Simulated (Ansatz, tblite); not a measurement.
Cost and result up the ladder for the cluster Zr2Se4 (the lowest singlet isomer of a short search) (6 atoms). The state is a singlet with charge 0. Geometry: PBE-D4/def2-SVP.

```csv
atom,x (Å),y (Å),z (Å)
Zr1,1.854,-0.342,0.677
Zr2,-0.827,0.154,-0.304
Se3,0.010,0.309,2.245
Se4,0.568,-2.133,-0.512
Se5,1.416,1.460,-1.007
Se6,-3.022,0.551,-1.099
```

Ansatz on 4 threads of Intel Xeon on a shared host; xTB runs through tblite on one thread. Times are rough, summed over both states, and most runs start from the orbitals of an earlier one. PBE0-D4/def2-TZVP serves as the yardstick here, not as an exact answer. The other state is a doublet.

In the def2 sets Zr takes a core potential; there is no spin–orbit coupling. The xTB rows come from tblite. HOMO above LUMO, or a gap near zero within one spin, warns that the state may not be the lowest or that an electron is smeared out. The structure comes from a short search, and lower isomers may exist.

Raw xTB energies of ions are shifted by several eV.

```csv
level,functions,wall time,vertical IE (eV),difference from PBE0-D4/def2-TZVP (eV),remarks
GFN1-xTB,54,0.062 s,11.98,4.02,–
GFN2-xTB,54,0.076 s,13.20,5.24,–
PBE-D4/def2-TZVP,272,97 s,7.74,-0.22,gap within one spin near zero (+1 doublet)
PBE0-D4/def2-TZVP,272,1.7 min,7.96,0.00,–
r2SCAN-D4/def2-TZVP (with forces),272,4.3 min,7.91,-0.05,gap within one spin near zero (+1 doublet)
```
